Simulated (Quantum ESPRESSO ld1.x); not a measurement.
Results of a calculation; reference values are marked as such.
Coherent X-ray form factor from a spherical all-electron density. Level of theory: scalar-relativistic Kohn-Sham, relativistic LDA (MacDonald-Vosko exchange, VWN5 correlation), spin-unpolarised, spherical densities, point nucleus (ld1.x of Quantum ESPRESSO 7.5).

| sin(theta)/lambda (1/angstrom) | f0 (electrons) |
|---|---|
| 0.05 | 72.396 |
| 0.1 | 70.672 |
| 0.15 | 68.064 |
| 0.2 | 64.878 |
| 0.25 | 61.414 |
| 0.3 | 57.910 |
| 0.4 | 51.341 |
| 0.5 | 45.689 |
| 0.6 | 40.907 |
| 0.8 | 33.218 |
| 1 | 27.264 |
| 1.25 | 21.822 |
| 1.5 | 18.257 |
| 2 | 14.324 |

The species is in the configuration that NIST lists as its ground one. Which atom or ion scatters so?

Answer. The iridium ion Ir4+, [Xe] 4f14 5d5. Extrapolating in s^2 from the first two rows gives f0(0) = 73.0, near the electron count 73; among species with that count, the fall with angle is slower the higher Z, and the table is that of Z = 77; from so few rows the species is fixed only to a neighbour or two.
